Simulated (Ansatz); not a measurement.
Reaction (ligand exchange at the Si–S bond): `N=C(F)S[SiH2]F` + `B[SiH2]O` → `B[SiH2]O[SiH2]F` + `N=C(F)S`

Program: Ansatz. Geometries: PBE0-D4/def2-TZVP. ΔE: electronic, gas phase. CBS: MP2 limit from def2 TZ/QZ plus the TZ coupled-cluster correction, frozen cores. Functionals use def2-TZVPP. Each species was taken in one conformer, which may not be the lowest.

| level | ΔE (kcal/mol) |
| --- | --- |
| PBE-D4 | -13.7 |
| r2SCAN-D4 | -16.5 |

Q: What does CCSD(T)/CBS give? (An estimate is asked.)

A: Computed: -17.7 kcal/mol. The listed levels differ from it by 4.0, 1.2 kcal/mol.

Largest T1 diagnostic among the species: 0.014.

From PBE to PBE0 (25 % exact exchange), in def2-TZVPP and without D4, ΔE moves by −1.6 kcal/mol. In def2-TZVPP, CCSD(T) changes the Hartree–Fock value by +5.0 kcal/mol (the triples alone add +1.0 kcal/mol) and MP2 by +5.5 kcal/mol.

CCSD(T)/CBS has its own doubt, a few kJ/mol and more with outer-core shells, so smaller differences from it don't rank the levels.
